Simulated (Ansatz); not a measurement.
Cost and result for the atomization energy of CH5BFN (`NCBF`) (9 atoms, 8 bonds).

Z-matrix (Å, degrees):
```
C
B 1 1.555
N 1 1.448 2 115.4
H 1 1.099 2 107.4 3 -123.5
H 1 1.111 2 104.1 3 127.0
F 2 1.326 1 120.2 3 -11.5
H 2 1.200 1 122.7 3 171.2
H 3 1.010 1 112.1 2 162.4
H 3 1.011 1 111.5 2 41.0
```

Charge 0, multiplicity 1. The structure was optimised at the PBE0-D4/def2-TZVP level. It is one conformer, not always the lowest. Program: Ansatz. All runs use 2 threads of an Arm Neoverse V1 on a shared host. Times are those of one run each, without the atoms' runs, and a repeat can differ threefold. Electronic energies, without spin–orbit coupling; frozen cores. CCSD(T)/CBS adds CCSD(T) − MP2 in def2-TZVPP to the MP2 limit, and its time is that of the two runs behind it. T1 = 0.011. HSE06 is the plane-wave form, built on full-range PBE exchange.

CCSD(T)/CBS is a level of theory with its own doubt, some kJ/mol a heavy atom from the limit and from the frozen cores, so smaller differences don't rank the functionals.

```csv
level,functions,wall time,atomization (kJ/mol),difference from CCSD(T)/CBS,per bond
LDA (SPW92)/def2-TZVPP,194,1.2 s,3911.8,509.7,63.7
revPBE-D4/def2-TZVPP,194,2.2 s,3397.6,-4.5,-0.6
PBE-D4/def2-TZVPP (with forces),194,2.5 s,3488.9,86.8,10.9
BHLYP-D4/def2-TZVPP,194,2.5 s,3321.3,-80.8,-10.1
PBE0-D4/def2-TZVPP,194,2.6 s,3421.0,18.9,2.4
HSE06-D4/def2-TZVPP,194,2.8 s,3423.8,21.7,2.7
CCSD(T)/def2-SVP,81,2.9 s,3231.2,-170.9,-21.4
CAM-B3LYP-D4/def2-TZVPP,194,3 s,3445.3,43.2,5.4
PBE-QIDH/def2-TZVPP,194,4.4 s,3387.4,-14.7,-1.8
B2PLYP/def2-TZVPP,194,4.6 s,3388.5,-13.6,-1.7
MP2/def2-QZVPP,378,19 s,3428.2,26.1,3.3
CCSD(T)/def2-TZVPP,194,66 s,3314.8,-87.3,-10.9
CCSD(T)/CBS(def2),–,85 s,3402.1,0.0,0.0
```

From PBE to PBE0 (25 % exact exchange), in def2-TZVPP and without D4, the atomization energy moves by −65.9 kJ/mol: exact exchange takes away binding that semilocal exchange gives to molecules. In def2-TZVPP, CCSD(T) changes the Hartree–Fock value by +814.6 kJ/mol (the triples alone add +44.6 kJ/mol) and MP2 by +876.1 kJ/mol; breaking electron pairs costs correlation energy, which Hartree–Fock lacks. At CCSD(T), def2-SVP lies −170.9 kJ/mol from the extrapolated value and def2-TZVPP −87.3 kJ/mol: correlation converges slowly with the basis, and small sets miss more of it in the bonded molecule than in its fragments.
